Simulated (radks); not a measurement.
Problem. The vanadium ion V3.5+, configuration [Ar] 3d(up 1, down 0.5) (fractional occupations, a model configuration). Method: non-relativistic Kohn-Sham, TPSS, spin-polarised, spherical densities, point nucleus; meta-GGA in the generalised Kohn-Sham scheme; computed with a radial shooting solver on a logarithmic mesh with Libxc functionals. Some entries of the table are withheld. Estimate them.

orbital  occ.  eigenvalue (eV)  r(max) (bohr)
1s down     1        -5382.988        0.04410
1s up       1        -5382.985        0.04410
2s up       1        -643.5319         0.2577
2s down     1        -643.3077         0.2577
2p up       3        -548.6780         0.2089
2p down     3        -548.4999         0.2089
3s up       1        -113.3105         0.8177
3s down     1        -112.6884         0.8174
3p up       3         -87.0755         0.8343
3p down     3         -86.4470         0.8340
3d up       1              (1)         0.8276
3d down   0.5              (2)         0.8278

Solution. 
(1) 3d up eigenvalue (eV): -46.0737
(2) 3d down eigenvalue (eV): -45.4627
